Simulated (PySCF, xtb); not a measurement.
B(OH)(SeH)2 (BH3OSe2), SMILES [SeH]B([SeH])O. Other conformers were not sampled.

Harmonic wavenumbers (cm⁻¹) from GFN2-xTB (xtb) at its own minimum, in rising order: 131, 214, 258, 265, 345, 374, 513, 591, 680, 703, 916, 1262, 2023, 2046, 3591.

Question: What does PBE-D3(BJ)/def2-SVP (PySCF) give at its own minimum? (Estimate from the structure and the level; the computed values follow.)

Answer: 137, 140, 269, 291, 383, 434, 462, 653, 728, 791, 1050, 1316, 2329, 2365, 3752. Paired by order, the mean absolute difference is 96 cm⁻¹ and the zero-point energies are 19.9 and 21.6 kcal/mol.
